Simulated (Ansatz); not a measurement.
Species: C$_{5}$H$_{11}$O, net charge 1, singlet state. It need not be the lowest isomer of its formula. 
Coordinates optimised at B3LYP-D3(BJ)/def2-TZVP (Ansatz, an electronic-structure program):
SMILES: CCCCC=[OH+]
```xyz
17

C     -2.8740    -0.4370    -0.4000
C     -1.4400    -0.7256    -0.8293
C     -0.4192     0.0134     0.0374
C      1.0076    -0.2860    -0.4050
C      2.0951     0.3347     0.3115
O      1.8698     1.1115     1.2870
H     -3.0473    -0.7467     0.6324
H     -3.5812    -0.9738    -1.0312
H     -3.1023     0.6279    -0.4750
H     -1.2467    -1.8015    -0.7763
H     -1.3012    -0.4367    -1.8757
H     -0.5408    -0.2739     1.0847
H     -0.5953     1.0907    -0.0146
H      1.2459    -1.3670    -0.3995
H      1.1929    -0.0403    -1.4683
H      3.1331     0.1477     0.0280
H      2.6674     1.4851     1.7112
```
Charge +1, spin multiplicity 1.

Basis-set convergence of Hartree-Fock and CCSD(T) correlation energies (hartree) with Ansatz. Correlated levels leave the core frozen unless marked. Spin-orbit coupling is left out. No relativistic terms.

| basis | functions | E(HF) | E(corr, CCSD(T)) |
|---|---|---|---|
| cc-pVDZ | 139 | -270.36414 | -0.97581 |
| cc-pVTZ | 334 | -270.44237 | -1.17810 |
| cc-pVQZ | 660 | -270.46052 | -1.24008 |

Extrapolating the two largest sets (X = 3 and 4) as X^-3: E(corr) = (64·(-1.24008) - 27·(-1.17810))/37 = -1.2853 Eh, an estimate of the basis-set limit. The largest set recovers 96.5 % of it, the smallest 75.9 %.
